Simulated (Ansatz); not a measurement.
`[O]1[SiH2][GeH2]1` and `Cl[SiH]1[O][GeH2]1` differ in one atom or group.

Ansatz, PBE0-D4/def2-TZVP geometries, multiplicity 1. 

Scalar relativity is left out up to krypton.

```tsv
property	`[O]1[SiH2][GeH2]1`
LUMO energy (PBE/def2-TZVPP) / eV	-1.91
HOMO energy (B3LYP/def2-TZVPP) / eV	-6.82
HOMO energy (PBE/def2-TZVPP) / eV	-5.95
LUMO energy (B3LYP/def2-TZVPP) / eV	-1.32
HOMO energy (PBE0/def2-TZVPP) / eV	-7.01
HOMO–LUMO gap (B3LYP/def2-TZVPP) / eV	5.50
```

Task: Give the same properties after the change, and the shifts. (Best estimate.)

Result: Computed: 
```csv
property,`Cl[SiH]1[O][GeH2]1`,shift
LUMO energy (PBE/def2-TZVPP) / eV,-2.12,-0.21
HOMO energy (B3LYP/def2-TZVPP) / eV,-7.01,-0.19
HOMO energy (PBE/def2-TZVPP) / eV,-6.11,-0.16
LUMO energy (B3LYP/def2-TZVPP) / eV,-1.56,-0.24
HOMO energy (PBE0/def2-TZVPP) / eV,-7.20,-0.19
HOMO–LUMO gap (B3LYP/def2-TZVPP) / eV,5.46,-0.04
```

B3LYP here is the variant with VWN-RPA as its local correlation; programs differ in this.
